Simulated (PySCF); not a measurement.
Species: CH5NSSi.
Numbering: `[H]/[N:1]=[CH:2]\[SiH2:3][SH:4]` (hydrogens: H5 on N1; H6 on C2; H7, H8 on Si3; H9 on S4)

A GFN2-xTB structure was refined with PBE0-D3(BJ)/def2-SVP geometry optimisation, gas phase in PySCF 2.14.0. Its GFN2-xTB values:

| coordinate | GFN2-xTB |
| --- | --- |
| N1=C2 | 1.274 Å |
| N1–H5 | 1.026 Å |
| C2–Si3 | 1.921 Å |
| C2–H6 | 1.095 Å |
| Si3–S4 | 2.115 Å |
| Si3–H7 | 1.454 Å |
| S4–H9 | 1.302 Å |
| N1–C2–Si3 | 128.8° |
| N1–C2–H6 | 113.9° |
| C2–N1–H5 | 114.5° |
| C2–Si3–S4 | 106.9° |
| C2–Si3–H7 | 108.8° |
| C2–Si3–H8 | 109.3° |
| Si3–S4–H9 | 99.4° |
| H7–Si3–H8 | 114.8° |
| N1–C2–Si3–S4 | -126° |

Problem. How do these coordinates change at the PBE0-D3(BJ)/def2-SVP level?

Solution. 
| coordinate | PBE0-D3(BJ)/def2-SVP (Å or °) | change |
| --- | --- | --- |
| S4–H9 | 1.352 | +0.050 |
| Si3–H7 | 1.497 | +0.043 |
| Si3–S4 | 2.147 | +0.032 |
| C2–Si3 | 1.898 | -0.023 |
| C2–H6 | 1.107 | +0.012 |
| N1–H5 | 1.029 | +0.003 |
| N1=C2 | 1.273 | -0.001 |
| Si3–S4–H9 | 94.5 | -4.9 |
| C2–Si3–S4 | 111.2 | +4.3 |
| H7–Si3–H8 | 110.7 | -4.1 |
| C2–N1–H5 | 110.7 | -3.8 |
| N1–C2–Si3 | 125.8 | -3.0 |
| N1–C2–H6 | 116.6 | +2.7 |
| C2–Si3–H7 | 106.3 | -2.5 |
| C2–Si3–H8 | 111.7 | +2.4 |
| N1–C2–Si3–S4 | -124 | +2 |

The energy falls by 3.7 kcal/mol over 8 energy and gradient evaluations, the largest force component goes from 0.0276 to 4.4e-04 Eh/bohr, and the atoms move by 0.113 Å rms after alignment. Among the bonds, Si3–H8 and S4–H9 change most and about equally (+0.049 to +0.050 Å). Bonds longer at the end by more than 0.005 Å: 5 of 8; shorter: 1. Among the dihedrals that turn most is H8–Si3–S4–H9, from 162° to 179°. Rotational constants go from 11053, 2155, 1931 to 11734, 2075, 1898 MHz.

The run used 89 basis functions and 54 SCF cycles in all. Time: 36 s; peak memory 0.38 GiB. Hardware: one thread, Intel Xeon at 2.70 GHz (x86_64), shared host with 64 logical CPUs at a one-minute load of 63.

Whether it is a minimum is left open (no frequencies). One conformer, not necessarily the lowest.
